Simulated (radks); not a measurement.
Results of a calculation; reference values are marked as such.
Task: The mean radii <r> (bohr) of the occupied orbitals of an atom or ion are listed with their occupations. Code: a radial shooting solver on a logarithmic mesh with Libxc functionals. Model: Dirac Kohn-Sham, PBE, spin-unpolarised, spherical densities, finite nucleus; Fermi nuclear charge, rms radius of each element as measured or else 0.836 A^(1/3) + 0.57 fm.

| orbital | occ. | <r> |
|---|---|---|
| 1s1/2 | 2 | 0.03185 |
| 2s1/2 | 2 | 0.1380 |
| 2p1/2 | 2 | 0.1171 |
| 2p3/2 | 4 | 0.1221 |
| 3s1/2 | 2 | 0.3779 |
| 3p1/2 | 2 | 0.3698 |
| 3p3/2 | 4 | 0.3805 |
| 3d3/2 | 4 | 0.3531 |
| 3d5/2 | 6 | 0.3565 |
| 4s1/2 | 2 | 0.8835 |
| 4p1/2 | 2 | 0.9213 |
| 4p3/2 | 4 | 0.9415 |

Name the element and its charge. Open shells, if any, fill j = l - 1/2 first.

Result: Z = 46, palladium, charge +10: Pd10+ in [Kr]. The 1s radius gives Z: for a bare nucleus <r> = (2 gamma + 1)/(2Z) with gamma = sqrt(1 - (Z/c)^2), 0.03135 bohr for Z = 46, and screening makes it slightly larger (0.03185 here). The occupations add up to 36, and the charge is Z minus that.
